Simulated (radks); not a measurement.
Numerical settings for neutral samarium, [Xe] 4f6 6s2. All-electron calculation, scalar-relativistic Kohn-Sham, PBE, spin-unpolarised, spherical densities, point nucleus. Program: a radial shooting solver on a logarithmic mesh with Libxc functionals. The defaults (mesh step 0.008 in ln r, mesh end at 40 bohr or more with all orbitals vanishing there, Anderson mixing 0.5 over 9 steps, residual threshold near 1e-9 with the energy settled to 1e-9 hartree or 1e-11 of itself, here a cap of 91 iterations) give E = -10427.2126 hartree and 4f at -2.472 eV in 14 iterations. Run on one thread of a shared host, so times are rough (Arm Neoverse N1): 0.19 s of CPU time, 0.19 s wall, 14 iterations on 2728 mesh points. Changes against that run (0 stands for a change within the tolerance of the run):

setting                     iterations         converged  E (mhartree)  e(4f) (meV)  CPU (s)
mesh step in ln r 0.08               3                no      diverged            -     0.02
mesh step in ln r 0.005             14               yes             0            0     0.29
mesh step in ln r 0.12               4                no      diverged            -     0.01
mesh end (bohr) 1                   14  level above zero     +3.74e+05    +4.16e+05     0.14
mesh end (bohr) 20                  14               yes             0      +0.0369     0.18
residual threshold 1e-16            91                no             0            0     0.56
residual threshold 1e-13            24               yes             0            0     0.25
mixing 0.01                         23               yes             0            0      0.3
linear mixing, mixing 0.8           91                no     +3.05e+04    +1.74e+03      2.1
linear mixing, mixing 0.05          91                no        +0.668        -14.7        1
mixing history 3                    17               yes             0            0     0.21
iteration cap 2                      2                no          +179    -5.87e+03     0.04

Settled on a wrong energy, with an occupied level pushed above zero by the early mesh end: mesh end (bohr) 1 (+374 hartree). Apart from these: no run marked as converged misses the energy by more than 1 mhartree. A mesh that ends early acts as a hard wall.
